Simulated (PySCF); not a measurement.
# Working out the ionisation energy of Ni⁺

Ni⁺ [Ar] 3d9 (2D) → Ni²⁺ [Ar] 3d8 (3F). All numbers are calculated (PySCF 2.14, scalar relativity by spin-free X2C-1e, in jorge-DZP-DKH (8s6p2d1f, 43 functions)). Frozen: [Ar]. Energies in hartree (1 hartree = 27.21139 eV):

```
             part   Ni⁺ (lower)  Ni²⁺ (upper)
              UHF  -1518.678492  -1518.148443
MP2 opposite-spin     -0.152722     -0.097088
    MP2 same-spin     -0.090138     -0.060866
```

**Question.** What does Hartree-Fock give?

**Answer.** (-1518.148443) − (-1518.678492) = 0.530049 hartree = 14.423 eV.

**Question.** What do MP2 and SCS-MP2 (6/5 opposite-spin, 1/3 same-spin) give?

**Answer.** The opposite-spin parts differ by 1.514 eV and the same-spin parts by 0.797 eV. MP2: 14.423 + (1.514) + (0.797) = 16.734 eV. SCS-MP2: 14.423 + 1.2 × (1.514) + (0.797)/3 = 16.505 eV.

Reference: 18.169 eV (measured; NIST Atomic Spectra Database, ionization energies), between the lowest levels; spin-orbit coupling is absent from the calculation.

A double-zeta basis recovers only part of the correlation energy.

What remains against the reference includes basis incompleteness, the frozen core and correlation beyond second order.
